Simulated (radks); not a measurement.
The numbers below are computed, except where a source is named.
Task: Valence configurations of neutral technetium (all share [Kr]). Code: a radial shooting solver on a logarithmic mesh with Libxc functionals. Model: scalar-relativistic Kohn-Sham, r2SCAN, spin-unpolarised, spherical densities, finite nucleus; meta-GGA in the generalised Kohn-Sham scheme; Fermi nuclear charge, rms radius 4.4112 fm. Order these by energy: 4d7; 4d5 5s2; 4d4 5s2 5p1; 4d5 5s1 5p1; 4d5 5p2; 4d5.5 5s1.5; 4d6 5s1; 4d6 5p1; 4d4 5p3; 4d3 5s2 5p2.

Result: From the lowest, in eV above it: 4d6 5s1 0.000; 4d7 0.069; 4d5.5 5s1.5 0.320; 4d5 5s2 0.923; 4d6 5p1 3.306; 4d5 5s1 5p1 4.889; 4d4 5s2 5p1 7.712; 4d5 5p2 8.842; 4d4 5p3 16.852; 4d3 5s2 5p2 17.184. NIST lists [Kr] 4d5 5s2 as the ground configuration; this level of theory puts 4d6 5s1 lower, by 0.923 eV. The energies are those of spherical spin-averaged densities, not of single terms.
